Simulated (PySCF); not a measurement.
# Radial density of Ar²⁺ (argon, charge +2)

M06-2X, [Ne] 3s2 3p4, high-spin 3P determinant. Computed with PySCF 2.14 in aug-cc-pVDZ-DK (5s4p2d, 27 functions), with the spin-free X2C one-electron Hamiltonian (Gaussian nucleus).

```
r (bohr)  4πr²ρ (e/bohr)  4πr²(ρα − ρβ)
 0.00119         0.08286         0.0000
 0.00200          0.2208         0.0000
 0.00336          0.5619         0.0001
 0.00565           1.401         0.0002
 0.00950           3.334         0.0006
  0.0160           7.279         0.0014
  0.0269           13.66         0.0042
  0.0452           19.93         0.0161
  0.0760           19.73         0.0649
   0.128           14.64         0.2125
   0.215           18.39         0.3815
   0.362           19.25         0.1600
   0.609           6.541         0.1667
    1.02           4.896         1.4814
    1.72           3.093         1.0660
    2.90          0.2530         0.0805
    4.87        0.001413         0.0005
    8.19       2.532e-05         0.0000
```

Densities and radii are taken from the X2C orbitals without a picture-change correction, which distorts them close to the nucleus.
